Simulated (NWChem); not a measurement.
1,2,4-triazole (C2H3N3); SMILES [nH]1cncn1

```xyz
8

C      1.0677     0.3587     0.0000
N      0.0111     1.2258     0.0000
C     -1.0356     0.4091     0.0000
N     -0.6056    -0.8825     0.0000
N      0.7436    -0.9374     0.0000
H      2.1156     0.6857     0.0000
H     -2.0958     0.6936     0.0000
H     -1.1514    -1.7467     0.0000
```
Atoms are numbered in this order, from 1.

All runs: NWChem. Pople sets run with spherical d functions. Coordinates come from a PBE-D3(BJ)/def2-SVP optimisation. B3LYP is NWChem's, with the RPA form of VWN correlation. Atomic charges in e: unrestrained fits to the electrostatic potential beside Mulliken populations; buried atoms are poorly determined by the fit.

For level B3LYP/def2-SVP:

- Mulliken C1: 0.06
- Mulliken N2: -0.19
- Mulliken C3: 0.12
- ESP N4: 0.04
- Mulliken N4: -0.06
- Mulliken N5: -0.13

Problem. Estimate the same quantities for level Hartree-Fock/6-31G*.

Solution. 
| Quantity | Result |
|---|---|
| Mulliken C1 | 0.20 |
| Mulliken N2 | -0.54 |
| Mulliken C3 | 0.28 |
| ESP N4 | -0.08 |
| Mulliken N4 | -0.54 |
| Mulliken N5 | -0.30 |
